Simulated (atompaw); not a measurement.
**Scattering properties, PAW (atompaw) potential for Si (Z = 14)**

```json
{"Element": "Si", "Generator": "atompaw 4.2.0.5", "Type": "PAW", "Functional": "PBE", "Relativity": "scalar-relativistic", "Frozen core": "[Ne]", "Valence charge": "4", "Reference configuration": "3s2 3p1.75 (charge +0.25)", "Partial waves": "3s (bound): rc 2.40 bohr; 3s channel at 0.05 Ry: rc 2.40 bohr; 3p (bound): rc 2.40 bohr; 3p channel at -0.1 Ry: rc 2.40 bohr", "Local potential": "ultrasoft scheme with l = 2 at 0 Ry, radius 1.86 bohr", "Core correction": "smooth core density matched at 2.30 bohr", "Augmentation charge": "besselshape compensation charge, radius 2.36 bohr; PAW radius 2.40 bohr; waves and projectors: custom rrkj gramschmidtortho"}
```

The phase is arctan(r·u′/u) with u = r·R(r), unwrapped; energies in Ry, scanned from -3 to 5 Ry. A pole is an energy at which the radial function vanishes at the test radius. The pseudo phase is shifted by a multiple of π to meet the all-electron one at the reference energy, and phase errors are pseudo minus all-electron; the curves can meet again beyond the range given. Levels narrower than the energy grid can be missing from the lists of poles.

**Question.** For each channel, where are the poles, and over which energies does the pseudopotential scatter like the atom?

**Answer.**

```tsv
channel	radius (bohr)	reference energy (Ry)	poles, all-electron	poles, pseudo	unbroken range about the reference energy with phases within 0.05 rad	phase error 1 Ry above the reference energy (rad)
s	2.40	-0.93	0.37	0.37, 4.48	below 2.6	+0.000
p	2.40	-0.43	1.27	1.27	below 3.5	-0.000
```

Phases in the s channel:

| E (Ry) | all-electron | pseudo |
| --- | --- | --- |
| -3.00 | 1.234 | 1.234 |
| -2.76 | 1.203 | 1.203 |
| -2.52 | 1.163 | 1.162 |
| -2.28 | 1.106 | 1.105 |
| -2.04 | 1.023 | 1.022 |
| -1.80 | 0.889 | 0.889 |
| -1.56 | 0.648 | 0.648 |
| -1.32 | 0.183 | 0.183 |
| -1.08 | -0.488 | -0.488 |
| -0.84 | -0.975 | -0.975 |
| -0.60 | -1.229 | -1.229 |
| -0.36 | -1.371 | -1.371 |
| -0.12 | -1.460 | -1.460 |
| 0.12 | -1.522 | -1.522 |
| 0.36 | -1.569 | -1.569 |
| 0.60 | -1.608 | -1.608 |
| 0.84 | -1.641 | -1.642 |
| 1.08 | -1.672 | -1.673 |
| 1.32 | -1.701 | -1.703 |
| 1.56 | -1.731 | -1.734 |
| 1.80 | -1.762 | -1.768 |
| 2.04 | -1.797 | -1.807 |
| 2.28 | -1.838 | -1.856 |
| 2.52 | -1.887 | -1.923 |
| 2.76 | -1.949 | -2.024 |
| 3.00 | -2.034 | -2.205 |
| 3.24 | -2.156 | -2.607 |
| 3.48 | -2.344 | -3.462 |
| 3.72 | -2.648 | -4.151 |
| 3.96 | -3.099 | -4.447 |
| 4.20 | -3.580 | -4.599 |
| 4.44 | -3.929 | -4.699 |
| 4.68 | -4.146 | -4.782 |
| 4.92 | -4.282 | -4.862 |
